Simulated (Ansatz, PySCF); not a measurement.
Noncovalent pair: HF (SMILES F) (first 2 atoms) with C2H6 (SMILES CC); geometry from B3LYP-D3(BJ)/def2-TZVP.
(charge 0, multiplicity 1):
| atom | x (Å) | y (Å) | z (Å) |
|---|---|---|---|
| F | -0.0571 | 0.5131 | -0.0391 |
| H | -0.4248 | 0.5004 | 0.8130 |
| C | 0.8032 | -0.2901 | 3.4242 |
| C | -0.5996 | 0.2131 | 3.0958 |
| H | 1.4223 | -0.3534 | 2.5278 |
| H | 0.7683 | -1.2833 | 3.8743 |
| H | 1.3046 | 0.3767 | 4.1274 |
| H | -0.5713 | 1.2181 | 2.6618 |
| H | -1.2269 | 0.2807 | 3.9860 |
| H | -1.1148 | -0.4638 | 2.4062 |

Basis-set superposition error: the interaction energy with monomers in their own basis, and in the dimer's basis (counterpoise).

Run with Ansatz (Gaussian orbitals); PySCF for 6-31G* rows. Each number belongs to the level named beside it.

| level | uncorrected (kJ/mol) | counterpoise (kJ/mol) | difference |
|---|---|---|---|
| HF/aug-cc-pVDZ | -1.3 | 0.1 | 1.4 |
| revPBE/def2-TZVPPD | -1.4 | -1.1 | 0.2 |
| r2SCAN/def2-TZVPPD | -9.3 | -9.1 | 0.2 |
| B97M-V/def2-TZVPPD | -8.6 | -8.4 | 0.2 |
| B3LYP/6-31G* | -9.0 | -2.4 | 6.6 |
| BHLYP/def2-TZVPPD | -5.9 | -5.7 | 0.2 |
| wB97M-V/def2-TZVPPD | -8.4 | -8.2 | 0.2 |
| MP2/6-31G* | -7.7 | -0.2 | 7.6 |
| CCSD/aug-cc-pVDZ | -8.5 | -4.3 | 4.2 |
| CCSD(T)/aug-cc-pVDZ | -9.9 | -5.2 | 4.7 |

The error is largest for MP2/6-31G* (7.6 kJ/mol) and smallest for BHLYP/def2-TZVPPD (0.2 kJ/mol).

Ansatz is a quantum-chemistry and plane-wave program.
